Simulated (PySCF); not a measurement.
Radial density of Mn⁺ (manganese, charge +1)

UHF, [Ar] 3d4 4s1 4p1, one real determinant (an excited configuration). Computed with PySCF 2.14 in aug-cc-pVDZ (7s6p4d2f, 59 functions), with the non-relativistic Hamiltonian (point nucleus).

```json
{"r (bohr)": "0.00108", "4πr²ρ (e/bohr)": "0.1475", "4πr²(ρα − ρβ)": "0.0001"}
{"r (bohr)": "0.00182", "4πr²ρ (e/bohr)": "0.4021", "4πr²(ρα − ρβ)": "0.0002"}
{"r (bohr)": "0.00306", "4πr²ρ (e/bohr)": "1.069", "4πr²(ρα − ρβ)": "0.0006"}
{"r (bohr)": "0.00515", "4πr²ρ (e/bohr)": "2.725", "4πr²(ρα − ρβ)": "0.0015"}
{"r (bohr)": "0.00867", "4πr²ρ (e/bohr)": "6.470", "4πr²(ρα − ρβ)": "0.0035"}
{"r (bohr)": "0.0146", "4πr²ρ (e/bohr)": "13.64", "4πr²(ρα − ρβ)": "0.0072"}
{"r (bohr)": "0.0245", "4πr²ρ (e/bohr)": "23.61", "4πr²(ρα − ρβ)": "0.0117"}
{"r (bohr)": "0.0413", "4πr²ρ (e/bohr)": "29.86", "4πr²(ρα − ρβ)": "0.0129"}
{"r (bohr)": "0.0694", "4πr²ρ (e/bohr)": "25.56", "4πr²(ρα − ρβ)": "0.0130"}
{"r (bohr)": "0.117", "4πr²ρ (e/bohr)": "24.64", "4πr²(ρα − ρβ)": "0.0658"}
{"r (bohr)": "0.196", "4πr²ρ (e/bohr)": "33.14", "4πr²(ρα − ρβ)": "0.3153"}
{"r (bohr)": "0.330", "4πr²ρ (e/bohr)": "18.81", "4πr²(ρα − ρβ)": "1.2853"}
{"r (bohr)": "0.555", "4πr²ρ (e/bohr)": "12.48", "4πr²(ρα − ρβ)": "3.4039"}
{"r (bohr)": "0.934", "4πr²ρ (e/bohr)": "12.38", "4πr²(ρα − ρβ)": "3.4212"}
{"r (bohr)": "1.57", "4πr²ρ (e/bohr)": "2.951", "4πr²(ρα − ρβ)": "1.5466"}
{"r (bohr)": "2.64", "4πr²ρ (e/bohr)": "0.9474", "4πr²(ρα − ρβ)": "0.9318"}
{"r (bohr)": "4.45", "4πr²ρ (e/bohr)": "0.2297", "4πr²(ρα − ρβ)": "0.2296"}
{"r (bohr)": "7.48", "4πr²ρ (e/bohr)": "0.003812", "4πr²(ρα − ρβ)": "0.0038"}
{"r (bohr)": "12.6", "4πr²ρ (e/bohr)": "2.172e-05", "4πr²(ρα − ρβ)": "0.0000"}
```

⟨L²⟩ = 7.98 against 12 for a pure F term, so this real determinant mixes terms.
